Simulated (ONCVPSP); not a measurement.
# Mo (Z = 42): one change to an ONCV potential, before and after

ONCVPSP 4.0.1 input, shortened (lines: element, Z, core and valence counts, functional; n l f; lmax; l rc ep ncon nbas qcut; lloc lpopt rc5 dvloc0; l nproj debl; icmod fcfact rcfact), LDA (Perdew-Wang 92), scalar-relativistic:

```
  Mo 42.00    7    3  -001012      upf
    1    0    2.00
    2    0    2.00
    2    1    6.00
    3    0    2.00
    3    1    6.00
    3    2   10.00
    4    0    2.00
    4    1    6.00
    4    2    5.50
    5    0    0.50
    3
    0    2.35    0.00    4    8    2.30
    1    2.05    0.00    4    7    6.10
    2    2.45    0.00    4    7    6.20
    3    2.15    0.36    4    8    5.30
    1    5    2.05    0.00
    0    2    3.50
    1    0    2.00
    2    2    3.20
    3    2    0.70
    3    5.50    1.20
```

All-electron outer shells of the reference configuration (LDA (PZ), scalar-relativistic, ld1.x):

| shell | level (eV) | outermost node (bohr) | outermost maximum (bohr) |
| --- | --- | --- | --- |
| 4s | -63.30 | 0.51 | 0.99 |
| 4p | -37.51 | 0.52 | 1.06 |
| 5s | -4.00 | 1.35 | 2.97 |
| 4d | -3.17 | 0.53 | 1.40 |

Change: core correction Teter function, fcfact 5.5, rcfact 2.02.

Cutoffs: the cutoffs (Ha) at which the residual kinetic energy of the hardest occupied pseudo-wave falls to 1 and 0.1 mHa per electron; they do not see the model core or the augmentation charge, which bear on the density cutoff. Errors are all-electron minus pseudo energies relative to the spin-unpolarised reference configuration.

Q: Predict the effect on cutoff, ghosts and configuration errors.

A: The potential gets neither clearly harder nor softer (14 Ha and 25 Ha → 14 Ha and 25 Ha); of the 4 tests that both files solve, the error grows in 2 and shrinks in 1 by more than 15 % and 0.3 meV (median size 11.8 → 4.2 meV); neither file shows a bound ghost. A model core, the more so a compact one, raises the density cutoff, which this test does not measure.

```csv
quantity,base,changed
"cutoff, loose",14 Ha,14 Ha
"cutoff, tight",25 Ha,25 Ha
bound ghosts,none,none
GHOST(+) flags under 300 eV,s at 32.2 eV,s at 32.2 eV
"error for 4p6 4d5 5s1, meV [ΔE -0.31 eV]",-1.1,-2.9
"error for 4p6 4d5 5s0, meV [ΔE 6.87 eV]",+0.1,-1.5
"error for 4p6 4d4 5s0, meV [ΔE 22.57 eV]",+23,-5.5
"error for 4p5 4d5 5s1, meV [ΔE 43.79 eV]",-193,-218
s: phases at 2.39 bohr within 0.05 rad from the reference energy up to (Ha; the scan ends near 5),0.8,0.8
p: phases at 2.08 bohr within 0.05 rad from the reference energy up to (Ha; the scan ends near 5),-0.0,-0.0
d: phases at 2.49 bohr within 0.05 rad from the reference energy up to (Ha; the scan ends near 5),to the end of the scan,to the end of the scan
f: phases at 2.18 bohr within 0.05 rad from the reference energy up to (Ha; the scan ends near 5),2.9,2.9
"rms error of d²Exc/dni dnj with the model core, mHa",1.80,3.49
```
